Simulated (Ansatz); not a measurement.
The cluster Hg₃O₂: single points at one geometry.

```yaml
crystal:
  periodic: [false, false, false]
  atoms:
    - {symbol: Hg, position_ang: [-1.950419, -1.300547, -2.525655]}
    - {symbol: Hg, position_ang: [1.319012, 0.881347, 1.706715]}
    - {symbol: Hg, position_ang: [-0.342039, -0.230147, -0.442022]}
    - {symbol: O, position_ang: [0.668444, -1.161873, 1.258420]}
    - {symbol: O, position_ang: [0.305013, 1.811211, 0.002542]}
basis:
  gaussian: {orbitals: def2-TZVP, initial_orbitals: start.molden}
hamiltonian: {xc: hse06, dispersion: d4}
scf: {omitted_lower_state_checks: [starts]}
output: {orbitals: {seedname: orbitals}}
```

The file start.molden holds the orbitals of an earlier run on this structure, at another level or in another basis.

```sh
$ ansatz run in.yaml --threads 4 --pin off --events-out ev --progress --plain --max-ram 4787MiB
```

It prints (some lines left out):

```
Functional definition: HSE06
1634 factors; their error is unknown
92 factors; integrals over basis functions are off by at most 1.2e-5 eV
mean field evaluation 1: about -16616.3016 eV, gradient 4.2e-1 eV
mean field evaluation 2: about -16616.3023 eV, gradient 1.0e-3 eV
mean field evaluation 4: about -16616.3971 eV, gradient 3.9e-5 eV
mean field -16616.39713980 eV, -610.6413318890 hartree, gradient 5.4e-5 eV, S^2 0.000000; 0 other end points of the search recorded, 0 dependent functions left out
reference -16616.39719743 eV, -610.6413340071 hartree; 38, 38 occupied and 153, 153 virtual orbitals, 1634 factors
Total energy: -16616.55258283 eV, -610.6470443151 hartree
Checks for a lower state left out: starts
```

Hardware: 4 threads of Intel Xeon on a shared host. Wall time 10 s, peak host memory 0.61 GiB.

The first input with `hamiltonian: {xc: r2scan, dispersion: d4}` (abridged; 11 s):

```
Functional definition: r2SCAN
mean field -16625.39397316 eV, -610.9719594169 hartree, gradient 1.9e-5 eV, S^2 0.000000
Total energy: -16625.43503473 eV, -610.9734684018 hartree
Checks for a lower state left out: starts
```

First input, but with `correlation: {method: mp2}` and without the key `hamiltonian` (abridged; 30 s):

```
Functional definition: HF
mean field -16520.62300274 eV, -607.1216972702 hartree, gradient 1.8e-6 eV, S^2 0.000000; unrestricted orbitals would lower it
mean field evaluation 16: about -16520.6475 eV, gradient 5.6e0 eV
unrestricted determinant -16522.65977494 eV, -607.1965472682 hartree, S^2 1.8181
2 core orbitals not correlated: weight in the atoms' cores, before any rotation towards them, 1.000 or more for the frozen orbitals, at most 0.000 for the correlated occupied ones
second order -51.49303136 eV of doubles, -0.00000000 eV of singles
Total energy: -16572.11603410 eV, -609.0140312697 hartree
Checks for a lower state left out: starts
```

Geometry: PBE-D4/def2-SVP.

In the def2 sets Hg takes a core potential; there is no spin–orbit coupling. HSE06 is defined as in plane-wave codes, on full-range PBE exchange. Correlated methods freeze 2 core orbitals; core or outer-core shells of Hg are correlated, in sets that lack core-valence functions. The restricted singlet is unstable towards broken spin symmetry in Hartree–Fock (as tested in another run); at HSE06-D4/def2-TZVP, r2SCAN-D4/def2-TZVP this wasn't settled. At MP2/def2-TZVP the restricted singlet (for correlated methods, its reference) is unstable: a solution with broken spin symmetry lies lower. Another isomer (singlet) lies 1.88 eV lower at PBE0-D4/def2-TZVP; other spin states weren't run for this one.
